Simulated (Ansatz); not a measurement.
CH₅FSi₂. Total charge 0; spin multiplicity 1. The bonds changed during the relaxation, so this is another structure than the one it started from. All single points use the PBE0-D4/def2-TZVP geometry.

```xyz
9

F     1.746   -1.179   -1.492
Si    0.282   -1.749   -1.096
C    -0.562   -0.120   -0.680
Si    0.009    0.543    0.987
H     0.120   -0.572    1.969
H    -1.645   -0.276   -0.635
H    -0.336    0.642   -1.435
H     1.344    1.178    0.852
H    -0.958    1.533    1.529
```

(1) What is the dipole moment at r2SCAN/def2-TZVPP? (Best estimate.)

(2) And with PBE, B3LYP, ωB97M-V? (An estimate is asked.)

(3) Give the Mulliken charges with r2SCAN, B3LYP, PBE in def2-TZVPP. (Estimate.)

Answers

(1) Computed: 1.68 D, with components (-1.46, 0.83, -0.13) D in this frame, pointing from negative to positive charge.

(2) Computed: PBE 1.62 D, B3LYP 1.66 D, ωB97M-V 1.62 D.

(3) Ansatz gave: 
| atom | r2SCAN | B3LYP | PBE |
| --- | --- | --- | --- |
| F1 | -0.31 | -0.31 | -0.26 |
| Si2 | 0.38 | 0.37 | 0.30 |
| C3 | -0.31 | -0.32 | -0.28 |
| Si4 | 0.26 | 0.23 | 0.16 |
| H5 | -0.07 | -0.07 | -0.05 |
| H6 | 0.09 | 0.10 | 0.11 |
| H7 | 0.09 | 0.10 | 0.11 |
| H8 | -0.06 | -0.05 | -0.04 |
| H9 | -0.07 | -0.06 | -0.05 |

B3LYP here is the variant with VWN-RPA as its local correlation; programs differ in this.
